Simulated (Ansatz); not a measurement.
Calculated with Ansatz (gas phase, PBE0-D4/def2-TZVP geometries, no zero-point term in ΔE). CCSD(T)/CBS adds triple-zeta CCSD(T) − MP2 to the extrapolated MP2 energy (def2 sets, frozen cores). This one scheme is used for every species. Functionals use def2-TZVPP. B3LYP here is the variant with VWN-RPA as its local correlation; programs differ in this. def2 core potentials past Kr. For In outer-core shells are correlated without core-valence functions, which leaves a few kJ/mol of doubt a bond. Each species was taken in one conformer, which may not be the lowest.

Reaction (formal hydrolysis of a C–In bond): `[SiH3]O[CH]([SiH3])[InH2]` + H₂O → `OC([SiH3])O[SiH3]` + `[InH3]`

```tsv
level	ΔE (kJ/mol)	difference from CCSD(T)/CBS
PBE-D4	38.7	-19.4
r2SCAN-D4	36.2	-21.9
PBE0-D4	37.1	-21.0
B3LYP-D4	33.3	-24.8
ωB97X-V	27.4	-30.7
ωB97M-V	33.4	-24.7
B2PLYP	33.6	-24.5
PBE	32.4	-25.7
r2SCAN	34.7	-23.4
PBE0	31.3	-26.8
B3LYP	23.0	-35.1
HF/def2-TZVPP	2.5	-55.6
MP2/def2-TZVPP	55.8	-2.3
SCS-MP2/def2-TZVPP	44.4	-13.7
CCSD/def2-TZVPP	38.4	-19.7
CCSD(T)/def2-TZVPP	43.5	-14.6
HF/def2-QZVPP	4.2	-53.9
MP2/def2-QZVPP	64.8	6.7
SCS-MP2/def2-QZVPP	52.7	-5.4
HF/CBS(def2)	4.5	-53.6
MP2/CBS(def2)	70.5	12.4
CCSD/CBS(def2)	53.1	-5.0
CCSD(T)/CBS	58.1	0
```

Largest T1 diagnostic among the species: 0.014.

In def2-TZVPP, CCSD(T) changes the Hartree–Fock value by +40.9 kJ/mol (the triples alone add +5.0 kJ/mol) and MP2 by +53.3 kJ/mol. The D4 term adds +10.4 kJ/mol with B3LYP and +5.7 kJ/mol with PBE0; it sums over pairs of atoms, weighted by their polarisabilities, and B3LYP, whose exchange is more repulsive, gets the larger term.
